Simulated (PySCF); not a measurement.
Cl2Zn, charge +1, doublet, at a GFN2-xTB geometry (such geometries of metal compounds can be far from the true shape) (a state made from the parent by changing its charge; the spin is typed, not shown lowest). Base run: PBE0/def2-SV(P) run with PySCF.

Here is a job for PySCF.
```python
from pyscf import gto, scf, dft

mol = gto.Mole()
mol.atom = '''
    Zn    0.00000000    0.00000000    0.00000000
    Cl   -0.00000000   -0.00000000   -2.22471425
    Cl    0.00000000    0.00000000    2.22471425
'''
mol.basis = 'def2-sv(p)'
mol.charge = 1
mol.spin = 1
mol.verbose = 4
mol.build()

mf = dft.UKS(mol)
mf.xc = 'pbe0'
mf.kernel()
```

Each row names what was changed in the base input (with any setting that the change needs).

| change | basis functions | E (Eh) | HOMO (eV) |
|---|---|---|---|
| base | 60 | -2698.39333 | -14.47 |
| basis = cc-pVTZ-DK; relativity = spin-free X2C | 136 | -2718.34434 | -14.51 |
| basis = x2c-TZVPall; relativity = none | 122 | -2691.91025 | -14.47 |
| basis = cc-pVDZ-DK; relativity = none | 79 | -2689.16880 | -14.59 |
| basis = x2c-TZVPall; relativity = spin-free X2C; nucleus = Gaussian (with mol.nucmod = 'G') | 122 | -2718.30448 | -14.50 |
| basis = cc-pVTZ-DK; relativity = none | 136 | -2689.16063 | -14.48 |
| basis = cc-pVTZ-DK; relativity = spin-free X2C; nucleus = Gaussian (with mol.nucmod = 'G') | 136 | -2718.33448 | -14.51 |
| basis = x2c-TZVPall; relativity = spin-free X2C | 122 | -2718.31309 | -14.50 |
| basis = cc-pVDZ-DK; relativity = spin-free X2C | 79 | -2718.30625 | -14.60 |
| basis = cc-pVDZ-DK; relativity = spin-free X2C; nucleus = Gaussian (with mol.nucmod = 'G') | 79 | -2718.29643 | -14.60 |

Totals shift with the method and basis; they matter in differences.

Open shells are given as the SCF converged; they aren't shown to be the lowest states, and a large step between rows can be another state.

Basis sets contracted for a relativistic Hamiltonian are a mismatch without it, so the rows without relativity aren't non-relativistic limits. No row has spin-orbit coupling; sets with core potentials leave out the core electrons.
